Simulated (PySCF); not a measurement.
# Computed data sheet: `CC[C@H]1CCCOC1=O`

Species: C7H12O2.
Geometry (PBE0-D3(BJ)/def2-SVP, Å), atoms numbered from 1 in this order:
```
atom  x, y, z in Å
C1     2.775   -0.417   -0.423
C2     1.736    0.434    0.286
C3     0.431    0.595   -0.492
C4    -0.318   -0.711   -0.737
C5    -1.687   -0.422   -1.322
C6    -2.461    0.442   -0.356
O7    -1.763    1.616    0.036
C8    -0.424    1.689    0.144
O9     0.059    2.652    0.673
H10    2.438   -1.454   -0.574
H11    3.708   -0.462    0.159
H12    3.024   -0.002   -1.413
H13    1.507    0.006    1.278
H14    2.134    1.441    0.479
H15    0.681    1.025   -1.482
H16    0.269   -1.362   -1.402
H17   -0.429   -1.258    0.217
H18   -1.584    0.096   -2.291
H19   -2.255   -1.346   -1.510
H20   -2.704   -0.132    0.556
H21   -3.410    0.793   -0.786
```

Among its groups: ester.

PBE0-D3(BJ)/def2-SVP geometry optimisation, gas phase (PySCF):

| Item | Value |
| --- | --- |
| Point group | C1 |
| Rotational constants A, B, C | 2.452, 1.348, 0.920 GHz |

**wB97X-D/def2-SVPD ground state, ΔSCF and vertical TDDFT (core frozen in the response) (PySCF)**

| Property | Result |
| --- | --- |
| Dipole moment | 4.70 D |
| HOMO energy | -9.61 eV |
| LUMO energy | 1.73 eV |
| HOMO–LUMO gap | 11.34 eV |
| Lowest singlet excitation | 5.67 eV (219 nm, f = 0.000) |
| Strongest line among the 10 lowest singlet transitions | S2 at 7.64 eV (162 nm, f = 0.071) |
| Lowest triplet excitation (Tamm–Dancoff) | 5.19 eV |
| Static isotropic polarisability | 87.0 au |
| Vertical ionisation energy | 9.86 eV |
| Electronic spatial extent ⟨r²⟩ about the centre of nuclear charge | 1310 bohr² |

From HF/pcSseg-1 ground state and GIAO shieldings, non-relativistic (PySCF):

| Item | Value |
| --- | --- |
| 13C chemical shifts (computed TMS as zero) by class | 175.9 (C8), 61.9 (C6), 37.6 (C3), 24.1 (C4), 23.3 (C5), 23.1 (C2), 13.2 (C1) ppm |
| 1H chemical shifts (computed TMS as zero) by class | 4.06 (H21), 3.65 (H20), 2.52 (H14), 1.70 (H16), 1.57 (H18), 1.35 (H19), 1.33 (H15), 0.98 (H10/H11/H12), 0.84 (H17), 0.80 (H13) ppm |
| Isotropic shieldings of nuclei other than C and H, by class | -109 (O9), 172 (O7) ppm |

Monoisotopic mass (most abundant isotopes): 128.0837 u.

In wavenumbers S1 is 45700 cm⁻¹ (1 eV = 8065.54 cm⁻¹). The principal polarisabilities are 72.1, 88.3 and 100.6 au; their mean is the isotropic value. The rotational constants make it an asymmetric top with κ = (2B − A − C)/(A − C) = -0.44, nearer the prolate limit (−1). The vertical singlet–triplet gap S1 − T1 is 0.48 eV (TDDFT singlet less Tamm–Dancoff triplet; S1: HOMO→LUMO, weight 0.66; T1: HOMO→LUMO, weight 0.63). No computed singlet falls in the visible range (750 to 380 nm, 1.65 to 3.26 eV); S1 lies 2.41 eV above its blue end. The ΔSCF ionisation energy exceeds −ε(HOMO) by 0.25 eV with wB97X-D. S1 lies 5.67 eV below the HOMO–LUMO gap; its leading configuration is HOMO→LUMO, weight 0.66. The dipole matches unit charges of opposite sign 0.98 Å apart (1 e·Å = 4.8032 D).

 NMR classes are plain means over equivalent atoms (diastereotopic ones count apart unless rotation or inversion swaps them), as if these changed places fast; in this geometry the members of some classes differ.

For the TDDFT job (wB97X-D/def2-SVPD), time: 8.8 min wall. Hardware: an Arm Neoverse N1 with one thread, on a shared host.

One conformer stands for the species.
